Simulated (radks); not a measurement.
Values are calculated unless marked as measured or tabulated.
Question: The samarium ion Sm20+, configuration [Kr] 4d6 (the NIST ground configuration). Code: a radial shooting solver on a logarithmic mesh with Libxc functionals. Model: Dirac Kohn-Sham, relativistic LDA (MacDonald-Vosko exchange, VWN5 correlation), spin-unpolarised, spherical densities, finite nucleus; open shells fill j = l - 1/2 first; Fermi nuclear charge, rms radius 5.0819 fm. Some entries of the table are withheld. Estimate them.

| orbital | occ. | eigenvalue (eV) | <r> (bohr) | r(max) (bohr) |
|---|---|---|---|---|
| 1s1/2 | 2 | -46868.92 | 0.02284 | 0.01456 |
| 2s1/2 | 2 | -8117.555 | 0.09681 | 0.08262 |
| 2p1/2 | 2 | -7731.578 | 0.08094 | 0.06253 |
| 2p3/2 | 4 | -7135.296 | 0.08754 | 0.06815 |
| 3s1/2 | 2 | -2191.255 | 0.2545 | 0.2343 |
| 3p1/2 | 2 | -2024.115 | 0.2438 | 0.2210 |
| 3p3/2 | 4 | -1902.259 | 0.2563 | 0.2329 |
| 3d3/2 | 4 | (1) | (2) | 0.1853 |
| 3d5/2 | 6 | (3) | (4) | 0.1886 |
| 4s1/2 | 2 | -816.5962 | 0.5511 | 0.5271 |
| 4p1/2 | 2 | -750.0675 | (5) | 0.5289 |
| 4p3/2 | 4 | -718.6336 | (6) | 0.5512 |
| 4d3/2 | 4 | (7) | 0.5877 | 0.5485 |
| 4d5/2 | 2 | (8) | 0.5943 | 0.5551 |
| 5s1/2 | 0 | -412.9465 | 1.021 | 1.022 |
| 5p1/2 | 0 | -384.8211 | (9) | 1.051 |
| 5p3/2 | 0 | -373.6468 | (10) | 1.084 |

Answer: 
(1) 3d3/2 eigenvalue (eV): -1610.921
(2) 3d3/2 <r> (bohr): 0.2275
(3) 3d5/2 eigenvalue (eV): -1584.245
(4) 3d5/2 <r> (bohr): 0.2314
(5) 4p1/2 <r> (bohr): 0.5567
(6) 4p3/2 <r> (bohr): 0.5788
(7) 4d3/2 eigenvalue (eV): -607.2371
(8) 4d5/2 eigenvalue (eV): -600.9139
(9) 5p1/2 <r> (bohr): 1.050
(10) 5p3/2 <r> (bohr): 1.081
